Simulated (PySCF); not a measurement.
Gas-phase reaction: WO2F2 + F2O ⇌ WOF4 + 2 O, at 1200 K and a standard pressure of 1 bar. Level: LDA/def2-TZVP†.

Computed with PySCF and rigid-rotor harmonic-oscillator thermochemistry at 1 bar. † marks an energy on the PBE0/def2-TZVP geometry and frequencies. Open shells (unrestricted): O (multiplicity 3, electronic degeneracy 9); the rest are closed-shell singlets. Spin-orbit splitting is ignored; it lowers the true energy and changes the entropy of O. W: scalar-relativistic def2 core potential, no spin-orbit coupling. WO2F2: computed as isolated molecules; such fragments, hydroxides, amides, oligomers or adducts are transient or little studied in the gas. The harmonic model lacks anharmonicity and excited electronic states, which grow with temperature; levels with a mode under 35 cm⁻¹ are left out. Soft modes under 120 cm⁻¹ make the harmonic entropy rough for WOF4.

```json
[
 {"species": "WO2F2", "E (Ha)": "-415.22490", "H(1200 K) − E (kJ/mol)": "133.9", "S°(1200 K) (J/mol/K)": "453.7"},
 {"species": "F2O", "E (Ha)": "-273.01260", "H(1200 K) − E (kJ/mol)": "72.5", "S°(1200 K) (J/mol/K)": "315.8"},
 {"species": "WOF4", "E (Ha)": "-539.06913", "H(1200 K) − E (kJ/mol)": "163.9", "S°(1200 K) (J/mol/K)": "506.6"},
 {"species": "O", "E (Ha)": "-74.52558", "H(1200 K) − E (kJ/mol)": "24.9", "S°(1200 K) (J/mol/K)": "190.6"}
]
```
E: electronic energy; H − E holds the zero-point and thermal terms. 1 Ha = 2625.5 kJ/mol.

### Question
Work out ΔH°, ΔS°, ΔG° and log10 K from these numbers.

### Answer
1. ΔE = 1×(-539.06913) + 2×(-74.52558) − 1×(-415.22490) − 1×(-273.01260) = 0.11721 Ha = 307.7 kJ.
2. Δ(H − E) = 1×(163.9) + 2×(24.9) − 1×(133.9) − 1×(72.5) = 7.3 kJ, so ΔH° = 315.0 kJ.
3. ΔS° = 1×(506.6) + 2×(190.6) − 1×(453.7) − 1×(315.8) = 118.3 J/K; the number of gas molecules changes by +1.
4. ΔG° = ΔH° − TΔS° = 315.0 − 1200×(118.3)/1000 = 173.0 kJ.
5. log10 K = −ΔG°/(RT ln 10) = -7.53, with RT ln 10 = 22.97 kJ/mol; at standard pressures the reactants are favoured.
6. A shift of 10 kJ in ΔE would move log10 K by 0.44 here.
For scale, ΔH°(298 K) is 303 kJ at this level, 56 kJ at ωB97M-V/def2-TZVP†, and runs from -461 to 537 kJ over the 18 levels computed.
